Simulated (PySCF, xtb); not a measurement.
CH₃Si, SMILES C=[SiH] (connectivity only; charge and spin as stated), charge +1, multiplicity 1.

GFN2-xTB (xtb) at its own geometry gives an orbital gap of 2.41 eV.

Geometry: r2SCAN-D4/def2-TZVP. A frequency run showed that this geometry is not a minimum. The spin state was assumed, not searched. The isomer is the one that the SMILES or the coordinates give; other isomers of the formula were not compared.

Problem. What does CAM-B3LYP/def2-TZVPD (PySCF) give? (Estimate from the structure and the level; the computed values follow.)

Solution. gap 6.48 eV (levels -14.82 and -8.34 eV).
